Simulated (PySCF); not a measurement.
## Electron correlation in Mn²⁺ (manganese, charge +2)

Starting occupation: [Ar] 3d5, 3d3/2 with m_j = -3/2, -1/2, +1/2, +3/2, 3d5/2 with m_j = +5/2. All numbers are calculated (PySCF 2.14, X2C-1e with screened-nucleus spin-orbit coupling, Gaussian nucleus, in x2c-TZVPall-2c (6s7p4d1f, 54 functions)). Frozen: [Ne]; 13 electrons correlated; the 6 highest virtual spinors left out.

MP2 pair energies summed by pair of shells (mhartree):

| pair | energy | share (%) |
| --- | --- | --- |
| 3d-3p | -135.17 | 43.5 |
| 3p-3p | -71.45 | 23.0 |
| 3d-3d | -55.07 | 17.7 |
| 3p-3s | -25.12 | 8.1 |
| 3d-3s | -20.51 | 6.6 |
| 3s-3s | -3.31 | 1.1 |

Total MP2 correlation energy: -310.63 mhartree.

The GHF reference relaxed away from the jj start to a determinant that is no pure jj level (⟨S²⟩ = 8.75, ⟨J²⟩ = 8.75); the energies belong to that determinant.

This basis was not built for core-valence correlation, so the inner-shell part is incomplete.
